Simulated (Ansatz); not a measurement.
`[CH3][SnH]([OH])[Cl]` → `[CH3][Sn][Cl]` + H₂O at 298.15 K and 1 bar (stannylene formation by 1,1-elimination).

Program: Ansatz. Geometries: PBE0-D4/def2-TZVP. ΔE: electronic, gas phase. CBS: MP2 limit from def2 TZ/QZ plus the TZ coupled-cluster correction, frozen cores. This one scheme is used for every species. Elements past krypton have def2 core potentials. For Sn outer-core shells are correlated without core-valence functions, which leaves a few kJ/mol of doubt a bond. One conformer a species, not always the lowest.

```json
{"species": "`[CH3][SnH]([OH])[Cl]`", "CCSD(T)/CBS energy (Eh)": "-790.11028", "H − E (kJ/mol)": "172.6", "S (J/(mol·K))": "371.0"}
{"species": "`[CH3][Sn][Cl]`", "CCSD(T)/CBS energy (Eh)": "-713.71101", "H − E (kJ/mol)": "109.8", "S (J/(mol·K))": "322.6"}
{"species": "H₂O", "CCSD(T)/CBS energy (Eh)": "-76.37941", "H − E (kJ/mol)": "66.4", "S (J/(mol·K))": "188.7"}
```

H − E and S are ideal-gas, rigid-rotor, harmonic terms from PBE0-D4/def2-TZVP, for one conformer and one mirror image of each species. 1 Eh = 2625.50 kJ/mol, R = 8.31446 J/(mol·K).

By hand: ΔE, ΔH, ΔS and ΔG.

ΔE = (-713.71101) + (-76.37941) − (-790.11028) = 0.01986 Eh = 52.1 kJ/mol. Δ(H − E) = 109.8 + 66.4 − 172.6 = 3.6, so ΔH = 55.7 kJ/mol. ΔS = 322.6 + 188.7 − 371.0 = 140.3 J/(mol·K). ΔG = 55.7 − 298.15 × (140.3)/1000 = 13.9 kJ/mol.

By hand: the equilibrium constant, and the temperature at which ΔG would vanish if ΔH and ΔS stayed fixed.

log₁₀ K = −ΔG/(RT ln 10) = -2.4. ΔG = 0 at ΔH/ΔS = 397 K.

The number of gas molecules changes by +1, which sets the sign of ΔS. A doubt of 5 kJ/mol in ΔE shifts log₁₀ K by 0.9 here. Other conformers and mirror images would add mixing entropy, several J/(mol·K) or more a flexible species. Modes under 60 cm⁻¹, often nearly free rotors, make the harmonic entropy too high. These are equilibria of isolated gas molecules and say nothing of rates. Largest T1 diagnostic: 0.013 (customary marks: 0.02 for closed shells, 0.045 for open ones).
